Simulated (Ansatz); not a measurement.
C$_{4}$H$_{2}$Cl$_{2}$Ti (`C#[C][Ti]([Cl])([Cl])[C]#C`) at its PBE0-D4/def2-TZVP geometry, where that method's forces vanish. Charge 0, multiplicity 1.

```csv
atom,x (Å),y (Å),z (Å)
C1,-2.0539,0.8791,1.5709
C2,-1.4075,0.2818,0.7323
Ti3,-0.3337,-0.6970,-0.6372
Cl4,-1.1082,-0.2399,-2.6086
Cl5,-0.3531,-2.8138,-0.1751
C6,1.5360,-0.0118,-0.4922
C7,2.6715,0.4113,-0.3935
H8,-2.6187,1.4055,2.3080
H9,3.6674,0.7848,-0.3045
```

For each bond, give half the difference of the two atoms' forces along it (eV/Å; positive pushes the atoms apart) under PBE-D4, r2SCAN-D4, B3LYP-D4, ωB97M-V in def2-TZVPP. (An estimate is asked.)

The calculation gave: 
```
   bond  length (Å)  PBE-D4  r2SCAN-D4  B3LYP-D4  ωB97M-V
  C1–C2       1.216    1.02       0.42      0.00    -0.44
  C1–H8       1.067   -0.40      -0.28     -0.12     0.14
 C2–Ti3       1.997   -0.54      -0.19      0.01     0.27
Ti3–Cl4       2.167    0.21       0.16      0.21    -0.01
Ti3–Cl5       2.167    0.21       0.16      0.21    -0.01
 Ti3–C6       1.997   -0.54      -0.19      0.01     0.27
  C6–C7       1.216    1.02       0.42      0.00    -0.44
  C7–H9       1.067   -0.40      -0.28     -0.12     0.14
```

B3LYP here is the variant with VWN-RPA as its local correlation; programs differ in this.

Results of the Gaussian-basis code of Ansatz.
